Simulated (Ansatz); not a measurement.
Consider the homolysis of the C–Si bond: `CBC[SiH2]O` → `[CH2]BC`• + `O[SiH2]`•.

Calculated with Ansatz (gas phase, PBE0-D4/def2-TZVP geometries, no zero-point term in ΔE). CBS: MP2 limit from def2 TZ/QZ plus the TZ coupled-cluster correction, frozen cores. This one scheme is used for every species. DFT in def2-TZVPP. Open shells (•) are unrestricted, without spin–orbit coupling. One conformer a species, not always the lowest.

```json
{"level": "LDA (SPW92)", "ΔE (eV)": "4.32"}
{"level": "revPBE-D4", "ΔE (eV)": "3.64"}
{"level": "BHLYP-D4", "ΔE (eV)": "3.68"}
{"level": "revPBE", "ΔE (eV)": "3.40"}
{"level": "r2SCANh", "ΔE (eV)": "3.61"}
{"level": "RPA@PBE/def2-TZVPP", "ΔE (eV)": "3.66"}
{"level": "SCS-MP2/def2-TZVPP", "ΔE (eV)": "3.93"}
{"level": "HF/CBS(def2)", "ΔE (eV)": "2.69"}
```

(1) What does CCSD(T)/CBS give? (An estimate is asked.)

Largest T1 diagnostic among the species: 0.015.

## Answers

(1) Computed: +3.94 eV. The listed levels differ from it by 0.38, -0.30, -0.26, -0.54, -0.33, -0.28, -0.01, -1.25 eV.

The D4 term adds +0.16 eV with B3LYP and +0.09 eV with PBE0; it sums over pairs of atoms, weighted by their polarisabilities, and B3LYP, whose exchange is more repulsive, gets the larger term. From PBE to PBE0 (25 % exact exchange), in def2-TZVPP and without D4, ΔE moves by +0.04 eV. In def2-TZVPP, CCSD(T) changes the Hartree–Fock value by +1.14 eV (the triples alone add +0.10 eV) and MP2 by +1.31 eV; breaking electron pairs costs correlation energy, which Hartree–Fock lacks.

B3LYP here is the variant with VWN-RPA as its local correlation; programs differ in this.
